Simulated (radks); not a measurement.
Results of a calculation; reference values are marked as such.
Problem. The mean radii <r> (bohr) of the occupied orbitals of an atom or ion are listed with their occupations. Code: a radial shooting solver on a logarithmic mesh with Libxc functionals. Model: scalar-relativistic Kohn-Sham, r2SCAN, spin-polarised, spherical densities, finite nucleus; meta-GGA in the generalised Kohn-Sham scheme; Fermi nuclear charge, rms radius of each element as measured or else 0.836 A^(1/3) + 0.57 fm.

| orbital | occ. | <r> |
|---|---|---|
| 1s up | 1 | 0.02782 |
| 1s down | 1 | 0.02782 |
| 2s up | 1 | 0.1198 |
| 2s down | 1 | 0.1198 |
| 2p up | 3 | 0.1048 |
| 2p down | 3 | 0.1048 |
| 3s up | 1 | 0.3213 |
| 3s down | 1 | 0.3213 |
| 3p up | 3 | 0.3196 |
| 3p down | 3 | 0.3196 |
| 3d up | 5 | 0.2966 |
| 3d down | 5 | 0.2966 |
| 4s up | 1 | 0.7596 |
| 4s down | 1 | 0.7609 |
| 4p up | 3 | 0.8110 |
| 4p down | 2 | 0.8131 |
| 4d up | 5 | 0.9324 |
| 4d down | 5 | 0.9366 |
| 5s up | 1 | 1.818 |
| 5s down | 1 | 1.803 |
| 5d up | 1 | 2.677 |

Name the element and its charge. Open shells, if any, are filled with parallel spins first.

Solution. Z = 52, tellurium, charge +4: Te4+ in [Ar] 3d10 4s2 4p5 4d10 5s2 5d1. The 1s radius gives Z: for a bare nucleus <r> = (2 gamma + 1)/(2Z) with gamma = sqrt(1 - (Z/c)^2), 0.02741 bohr for Z = 52, and screening makes it slightly larger (0.02782 here). The occupations add up to 48, and the charge is Z minus that.
